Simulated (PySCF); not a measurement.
EPR parameters of C6H5O3

Compound: C6H5O3 (doublet state).
Geometry (GFN2-xTB, Å), atoms numbered from 1 in this order:
```
atom  x, y, z in Å
C1     2.8124   -0.5935    0.0419
C2     1.5211   -0.1691    0.0615
C3     0.9640    1.1002    0.3519
C4    -0.4159    0.9826    0.2243
C5    -0.6516   -0.3293   -0.1330
O6    -1.7738   -1.0404   -0.3972
C7    -2.9886   -0.4867   -0.3381
O8    -3.2552    0.6450   -0.0605
O9     0.4899   -1.0337   -0.2353
H10    3.6057    0.0885    0.2748
H11    3.0542   -1.6090   -0.2049
H12    1.5196    1.9749    0.6178
H13   -1.1614    1.7370    0.3675
H14   -3.7209   -1.2669   -0.5929
```

The hyperfine couplings belong to this conformer and change with its torsions.

As a line formula: `o1c(ccc1OC=O)[CH2]` [radical].

Computed with PySCF, UKS B3LYP, pcH-1 on C H O, non-relativistic, mean-field spin-orbit, GIAO. Isolated species at its GFN2-xTB geometry (one conformer only). The geometry wasn't refined by DFT: couplings that depend on bond lengths, twists or pyramidal angles can differ widely from those at the functional's own minimum. The SCF solution wasn't tested for stability. ⟨S²⟩ is 0.776 where a pure state has 0.75.

* g1, g2, g3: 2.00214, 2.00290, 2.00320
* g_iso: 2.00274
* Form of g: rhombic: the two nearest values differ by 28 % of g3 − g1
* ⟨S²⟩: 0.7758 (exact 0.7500)
* α and β electrons: 33, 32

Isotropic coupling and dipolar principal values T1 to T3, in MHz; ρ(0) is the spin density at the nucleus:

| atom | isotope | a_iso | T1 | T2 | T3 | Mulliken spin population | ρ(0) (bohr⁻³) |
| --- | --- | --- | --- | --- | --- | --- | --- |
| C1 | 13C | 47.7 | -47.0 | -46.0 | 92.9 | 0.62 | 0.0424 |
| C2 | 13C | -42.1 | -23.6 | 9.5 | 14.2 | -0.19 | -0.0375 |
| C3 | 13C | 35.3 | -32.0 | -31.8 | 63.8 | 0.40 | 0.0314 |
| C4 | 13C | -26.2 | -13.6 | 6.3 | 7.2 | -0.13 | -0.0233 |
| C5 | 13C | 33.2 | -31.1 | -30.2 | 61.3 | 0.30 | 0.0295 |
| O6 | 17O | -0.8 | -6.3 | 2.7 | 3.7 | 0.00 | 0.0013 |
| C7 | 13C | 2.7 | -2.8 | -1.9 | 4.7 | 0.02 | 0.0024 |
| O8 | 17O | -1.5 | -6.9 | 3.2 | 3.7 | 0.02 | 0.0025 |
| O9 | 17O | -3.1 | -12.9 | 5.5 | 7.4 | 0.02 | 0.0052 |
| H10 | 1H | -36.8 | -21.1 | -0.8 | 21.9 | -0.03 | -0.0082 |
| H11 | 1H | -37.6 | -22.2 | -0.3 | 22.5 | -0.03 | -0.0084 |
| H12 | 1H | -27.1 | -14.4 | -1.1 | 15.5 | -0.02 | -0.0061 |
| H13 | 1H | 5.3 | -2.9 | 0.4 | 2.5 | 0.00 | 0.0012 |
| H14 | 1H | -4.2 | -2.0 | -1.0 | 3.0 | 0.00 | -0.0009 |

The largest Mulliken spin populations are on C1 (+0.62), C3 (+0.40), C5 (+0.30) and C2 (-0.19). Three atoms exceed +0.15. The positive populations add up to 1.40 and the negative ones to -0.40, together 2S = 1. The angles at C1 add up to 360.0°, so it is planar.

Axes: g1 is normal to the molecular plane, g2 points within 14° of the C2–C3 bond and g3 points within 4° of the C5–O6 bond.

Under fast tumbling the dipolar parts average out, and these isotropic splittings remain: 1 × 1H (H11, I = 1/2, 2 lines) with 1.34 mT, 1 × 1H (H10, I = 1/2, 2 lines) with 1.31 mT, 1 × 1H (H12, I = 1/2, 2 lines) with 0.97 mT, 1 × 1H (H13, I = 1/2, 2 lines) with 0.19 mT and 1 × 1H (H14, I = 1/2, 2 lines) with 0.15 mT.

H10 and H11 aren't averaged: C1 is flat or nearly so (angle sum 360°), and its turn about the short C1–C2 bond (1.36 Å) is taken as slow.

The 13C coupling of C1 (47.7 MHz) shows only in satellite lines or after enrichment, since that isotope makes up about 1.07 % of natural carbon.

The run took 79 s (grids of density and orbitals included) on one thread, Arm Neoverse V1 (aarch64) (shared host), and the process peaked at 0.95 GiB of memory.
